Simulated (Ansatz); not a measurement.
A nudged elastic band was laid between two geometries of C2H6OSSi (11 atoms, charge 0, multiplicity 1).

Level of theory: RKS PBE0-D4/STO-3G (Ansatz 0.2.0).

* movable images: 7
* climbing image: yes
* spring: 5.0 eV/Å²
* optimiser: quadratic models (default)
* start path: IDPP
* force threshold: 0.05 eV/Å
* iteration limit: 60
* end points: relaxed

First end point:

```xyz
11
Properties=species:S:1:pos:R:3
C 0.430 0.240 1.906
C 0.401 0.326 0.565
O 1.007 1.396 -0.102
Si -0.431 -0.943 -0.554
S -0.149 -0.013 -2.455
H -0.041 -0.590 2.432
H 0.925 0.993 2.521
H 0.797 1.173 -1.100
H -1.833 -1.135 -0.257
H 0.249 -2.218 -0.555
H -1.289 0.715 -2.380
```

Last end point:

```xyz
11
Properties=species:S:1:pos:R:3
C -0.115 0.716 1.477
C 0.501 0.189 0.407
O 1.795 0.560 0.000
Si -0.282 -1.104 -0.705
S -0.709 -0.356 -2.640
H -1.119 0.408 1.768
H 0.363 1.471 2.108
H 2.072 1.258 0.690
H -1.479 -1.553 -0.029
H 0.626 -2.215 -0.869
H -1.588 0.570 -2.188
```

Problem. Which bonds break or form, and what moves?

Solution. No bond is made or broken. The dihedral C1–C2–O3–H8 goes from -179 to 0°.

Problem. What energy profile does the band end with?

Solution. It converged. The highest image is number 4 of 0 to 8, 0.52 eV above the first end and 0.44 eV above the last; the last end lies 0.08 eV above the first. A vibrational analysis at the climbing image gives one clearly imaginary mode, 505i cm⁻¹: a first-order saddle point. Limits of this set-up: minimal basis.

```tsv
image	path coordinate (Å)	energy (eV)	dihedral C1–C2–O3–H8 (°)
0	0.00	0.00	-179
1	0.79	0.04	-168
2	1.58	0.17	-165
3	2.38	0.28	-150
4	3.17	0.52	-88
5	3.52	0.41	-56
6	3.88	0.20	-25
7	4.23	0.09	-2
8	4.59	0.08	0
```

Problem. What is the geometry of the highest image?

Solution. 
```xyz
11
Properties=species:S:1:pos:R:3
C -0.077 0.681 1.586
C 0.532 0.252 0.473
O 1.827 0.760 0.115
Si -0.187 -1.131 -0.588
S -0.709 -0.459 -2.531
H -1.031 0.263 1.919
H 0.347 1.473 2.213
H 1.597 1.586 -0.437
H -1.336 -1.663 0.113
H 0.798 -2.173 -0.758
H -1.696 0.353 -2.084
```

Problem. What are the harmonic wavenumbers there?

Solution. 505i, 41, 124, 186, 279, 384, 481, 586, 608, 698, 781, 834, 941, 990, 1012, 1028, 1088, 1297, 1441, 1559, 1823, 2667, 2720, 3020, 3430, 3584, 3776 cm⁻¹.

The run took 2.4 min on 1 thread of Intel(R) Xeon(R) 6975P-C (Granite Rapids) (shared host), peak memory 0.12 GiB.
